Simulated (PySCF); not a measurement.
Compounds:

A. SMILES C=C[C@@H]1[C@H]2CO[C@@H]1C2
B. `InChI=1S/C8H7FO/c9-5-7-1-3-8(6-10)4-2-7/h1-4,6H,5H2`
C. SMILES C1=C(C(=O)F)C=CC(C)=C1
D. SMILES Cc1ccc(C(=O)O)c(Cl)c1

Spectrum 1. 1H NMR (300 MHz, computed): δ 10.20 (s, 1H), 8.29 (d, 2H), 7.77 (m, 2H), 6.01 (m, 2H). 13C{1H} NMR (computed): δ 195.3 (CH), 151.8 (C), 139.9 (C), 137.2 (CH), 128.4 (CH), 86.7 (CH2).

Spectrum 2. 1H NMR (300 MHz, computed): δ 8.43 (m, 2H), 7.64 (d, 2H), 2.61 (s, 3H). 13C{1H} NMR (computed): δ 165.9 (C), 153.2 (C), 139.8 (CH), 134.7 (CH), 126.8 (C), 24.7 (CH3).

Spectrum 3. 1H NMR (300 MHz, computed): δ 6.30 (m, 1H), 5.57 (m, 1H), 5.46 (m, 1H), 4.12 (m, 1H), 3.98 (m, 1H), 3.97 (m, 1H), 2.59 (m, 1H), 2.43 (m, 1H), 2.29 (m, 1H), 1.58 (m, 1H). 13C{1H} NMR (computed): δ 145.1 (CH), 124.2 (CH2), 86.7 (CH), 73.0 (CH2), 63.5 (CH), 44.7 (CH), 38.4 (CH2).

Spectrum 4. 1H NMR (300 MHz, computed): δ 8.59 (d, 1H), 7.54 (s, 1H), 7.37 (d, 1H), 6.18 (br s, 1H), 2.52 (s, 3H). 13C{1H} NMR (computed): δ 168.2 (C), 151.4 (C), 151.0 (C), 139.4 (CH), 137.7 (CH), 131.5 (CH), 125.8 (C), 23.9 (CH3).

Computational details: σ from GIAO-PBE0/pcSseg-1, geometry from GFN2-xTB, in PySCF (one computed conformer, non-relativistic, no solvent, rapidly exchanging positions averaged).

Shifts are taken against calculated references (same method and geometry level): 1H and 13C against TMS. Splittings of carbon signals by F and P are missing where no couplings were computed. Where no couplings were computed, multiplicities follow the n + 1 count of equivalent neighbours, and m marks all less simple cases (inequivalent or close neighbours, rings, F or P nearby). Acid and N–H amide carbonyl carbons lie up to 10 ppm further downfield in solution (hydrogen bonding). Shifts are as computed. Against solution values, carbons near 30 ppm lie about +3 ppm off and those near 130 ppm about +5 ppm; carbons on Cl a further +6 ppm. Of 1211 compounds with measured shifts, 218 miss one by over three times the rms of a fit or turn the order of signals round; such compounds aren't used in these exercises. Carbons bonded to Cl come out too deshielded. OH and NH positions are gas-phase values without hydrogen bonding to other molecules.

Match each spectrum to its structure.

Results:

1–B, 2–C, 3–A, 4–D.

- Spectrum 1 (B): 6 13C signals; δC 195.3 is an aldehyde carbonyl carbon; δC 137.2 is an aromatic CH.
- Spectrum 2 (C): 6 13C signals; δC 139.8 is an aromatic CH; δC 134.7 is an aromatic CH.
- Spectrum 3 (A): 7 13C signals; δC 145.1 is an alkene CH; δC 124.2 is a terminal =CH2 carbon.
- Spectrum 4 (D): 8 13C signals; δC 168.2 is a carboxylic acid carbon; δC 139.4 is an aromatic CH.
